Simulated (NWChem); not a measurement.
System: CHClFNOSi; SMILES N#CO[Si@@H](F)Cl

Input file for NWChem:

```
start job
memory heap 200 mb stack 900 mb global 1100 mb
geometry units angstroms noautosym nocenter noautoz
  N      0.266704    -3.275040    -0.112462
  C      0.370825    -2.135201     0.078150
  O      0.517917    -0.880952     0.305119
  Si    -0.360846     0.395406    -0.368878
  F     -1.766700     0.456419     0.395614
  Cl     0.717376     2.052857     0.036466
  H     -0.573971     0.153438    -1.802658
end
basis spherical
  * library 6-31g*
end
dft
  xc b3lyp
  iterations 150
end
property
  response 1 0.0773
end
task dft property
```

NWChem printed, in part:

```
             Northwest Computational Chemistry Package (NWChem) 7.3.0
             --------------------------------------------------------

                             Geometry "geometry" -> ""
                             -------------------------

 Output coordinates in angstroms (scale by  1.889725989 to convert to a.u.)

  No.       Tag          Charge          X              Y              Z
 ---- ---------------- ---------- -------------- -------------- --------------
    1 N                    7.0000     0.26670400    -3.27504000    -0.11246200
    2 C                    6.0000     0.37082500    -2.13520100     0.07815000
    3 O                    8.0000     0.51791700    -0.88095200     0.30511900
    4 Si                  14.0000    -0.36084600     0.39540600    -0.36887800
    5 F                    9.0000    -1.76670000     0.45641900     0.39561400
    6 Cl                  17.0000     0.71737600     2.05285700     0.03646600
    7 H                    1.0000    -0.57397100     0.15343800    -1.80265800

 Effective nuclear repulsion energy (a.u.)     341.1568972332

                              NWChem Property Module
                              ----------------------

                                 NWChem DFT Module
                                 -----------------

 Summary of "ao basis" -> "ao basis" (spherical)
 ------------------------------------------------------------------------------
       Tag                 Description            Shells   Functions and Types
 ---------------- ------------------------------  ------  ---------------------
 N                           6-31g*                  6       14   3s2p1d
 C                           6-31g*                  6       14   3s2p1d
 O                           6-31g*                  6       14   3s2p1d
 Si                          6-31g*                  8       18   4s3p1d
 F                           6-31g*                  6       14   3s2p1d
 Cl                          6-31g*                  8       18   4s3p1d
 H                           6-31g*                  2        2   2s

            General Information
            -------------------
          SCF calculation type: DFT
          Wavefunction type:  closed shell.
          No. of atoms     :     7
          No. of electrons :    62
           Alpha electrons :    31
            Beta electrons :    31
          Charge           :     0
          Spin multiplicity:     1
          Use of symmetry is: off; symmetry adaption is: off
          Maximum number of iterations: 150
          AO basis - number of functions:    94
                     number of shells:    42
          Convergence on energy requested:  1.00D-06
          Convergence on density requested:  1.00D-05
          Convergence on gradient requested:  5.00D-04

              XC Information
              --------------
                         B3LYP Method XC Potential
                     Hartree-Fock (Exact) Exchange  0.200
                        Slater Exchange Functional  0.800 local
                    Becke 1988 Exchange Functional  0.720 non-local
              Lee-Yang-Parr Correlation Functional  0.810
                  VWN I RPA Correlation Functional  0.190 local

             Grid Information
             ----------------
          Grid used for XC integration:  medium
          Radial quadrature: Mura-Knowles
          Angular quadrature: Lebedev.
          Tag              B.-S. Rad. Rad. Pts. Rad. Cut. Ang. Pts.
          ---              ---------- --------- --------- ---------
          N                   0.65       49          13.0       434
          C                   0.70       49          11.0       434
          O                   0.60       49           8.0       434
          Si                  1.10       88           9.0       590
          F                   0.50       49          10.0       434
          Cl                  1.00       88          12.0       590
          H                   0.35       45          10.0       434
          Grid pruning is: on
          Number of quadrature shells:   417
          Spatial weights used:  Erf1

      Superposition of Atomic Density Guess
      -------------------------------------

 Sum of atomic energies:       -1014.84679943

      Non-variational initial energy
      ------------------------------

 Total energy =   -1016.747068
 1-e energy   =   -2082.141607
 2-e energy   =     724.237642
 HOMO         =      -0.385734
 LUMO         =       0.063577

   convergence    iter        energy       DeltaE   RMS-Dens  Diis-err
 ---------------- ----- ----------------- --------- --------- ---------
 d= 0,ls=0.0,diis     1  -1018.1259136070 -1.36D+03  2.19D-02  1.47D+00
 d= 0,ls=0.0,diis     2  -1017.6174151278  5.08D-01  1.51D-02  6.10D+00
 d= 0,ls=0.0,diis     3  -1018.2894033082 -6.72D-01  3.43D-03  2.01D-01
 d= 0,ls=0.0,diis     4  -1018.3061311101 -1.67D-02  1.24D-03  5.26D-02
 d= 0,ls=0.0,diis     5  -1018.3108633180 -4.73D-03  3.43D-04  1.85D-03
  Resetting Diis
 d= 0,ls=0.0,diis     6  -1018.3110356113 -1.72D-04  9.83D-05  9.96D-05
 d= 0,ls=0.0,diis     7  -1018.3110475792 -1.20D-05  4.88D-05  9.51D-06
 d= 0,ls=0.0,diis     8  -1018.3110465121  1.07D-06  2.67D-05  2.22D-05
 d= 0,ls=0.0,diis     9  -1018.3110485281 -2.02D-06  6.02D-06  6.95D-07
 d= 0,ls=0.0,diis    10  -1018.3110485954 -6.73D-08  1.87D-06  9.30D-08

         Total DFT energy =    -1018.311048595421
      One electron energy =    -2083.104558243139
           Coulomb energy =      804.696840228548
    Exchange-Corr. energy =      -81.060227814041
 Nuclear repulsion energy =      341.156897233211

 Numeric. integr. density =       61.999996854532

                       DFT Final Molecular Orbital Analysis
                       ------------------------------------

 Vector   29  Occ=2.000000D+00  E=-3.712278D-01
              MO Center=  3.4D-01, -2.0D+00, -1.2D-01, r^2= 6.7D+00
   Bfn.  Coefficient  Atom+Function         Bfn.  Coefficient  Atom+Function
  ----- ------------  ---------------      ----- ------------  ---------------
     4      0.406107  1 N  py                 6     -0.331659  1 N  s
    83     -0.294178  6 Cl pz                 8      0.235681  1 N  py
     2     -0.229381  1 N  s                 18     -0.186134  2 C  py
    82      0.169218  6 Cl py                87     -0.154037  6 Cl pz
    81     -0.150708  6 Cl px                16      0.139224  2 C  s

 Vector   30  Occ=2.000000D+00  E=-3.264896D-01
              MO Center=  3.4D-01, -2.5D+00,  9.9D-03, r^2= 1.8D+00
   Bfn.  Coefficient  Atom+Function         Bfn.  Coefficient  Atom+Function
  ----- ------------  ---------------      ----- ------------  ---------------
     3      0.332233  1 N  px                 5      0.287200  1 N  pz
    17      0.261516  2 C  px                19      0.228627  2 C  pz
    31     -0.214788  3 O  px                 7      0.202163  1 N  px
    33     -0.192882  3 O  pz                 9      0.175095  1 N  pz
    35     -0.162994  3 O  px                37     -0.148371  3 O  pz

 Vector   31  Occ=2.000000D+00  E=-3.179464D-01
              MO Center=  3.3D-01, -2.4D+00,  1.7D-02, r^2= 2.0D+00
   Bfn.  Coefficient  Atom+Function         Bfn.  Coefficient  Atom+Function
  ----- ------------  ---------------      ----- ------------  ---------------
     5      0.336042  1 N  pz                 3     -0.300632  1 N  px
    33     -0.243813  3 O  pz                19      0.239416  2 C  pz
    17     -0.215256  2 C  px                31      0.214316  3 O  px
     9      0.204722  1 N  pz                37     -0.200158  3 O  pz
     7     -0.183529  1 N  px                35      0.174166  3 O  px

 Vector   32  Occ=0.000000D+00  E=-5.827954D-03
              MO Center=  3.1D-01,  1.2D-01, -2.4D-01, r^2= 4.3D+00
   Bfn.  Coefficient  Atom+Function         Bfn.  Coefficient  Atom+Function
  ----- ------------  ---------------      ----- ------------  ---------------
    52      1.001705  4 Si s                 53      0.569705  4 Si px
    34     -0.541961  3 O  s                 20      0.479215  2 C  s
    48      0.472621  4 Si s                 86      0.469366  6 Cl py
     6     -0.460501  1 N  s                 84     -0.427673  6 Cl s
    94     -0.424160  7 H  s                 49      0.391346  4 Si px

 Vector   33  Occ=0.000000D+00  E=-4.692430D-03
              MO Center= -4.9D-01,  8.1D-01, -5.4D-01, r^2= 4.0D+00
   Bfn.  Coefficient  Atom+Function         Bfn.  Coefficient  Atom+Function
  ----- ------------  ---------------      ----- ------------  ---------------
    54      0.942654  4 Si py                84     -0.502784  6 Cl s
    50      0.440092  4 Si py                52      0.416409  4 Si s
    85      0.398206  6 Cl px                48      0.373936  4 Si s
     6      0.356786  1 N  s                 22      0.333521  2 C  py
    53     -0.281098  4 Si px                66     -0.261803  5 F  s

[...]

 DFT Linear Response polarizability / au
 Frequency  =       0.0773000 / au
 Wavelength =     589.4353558 / nm
              X              Y              Z
 -----------------------------------------------
 X      34.1373141      4.9460614      2.1118207
 Y       4.9459956     65.7065893      3.5078589
 Z       2.1117906      3.5078775     32.1807278
 -----------------------------------------------
 Eigenvalues =      34.3186674     66.8775414     30.8284225
 Isotropic   =      44.0082104
 Anisotropic =      34.4369065
 -----------------------------------------------

 Magnetic Dipole Response Matrix (nonzero elements):
```

Level: B3LYP/6-31G* (spherical d). All runs use the structure optimised with PBE0/def2-SVP.
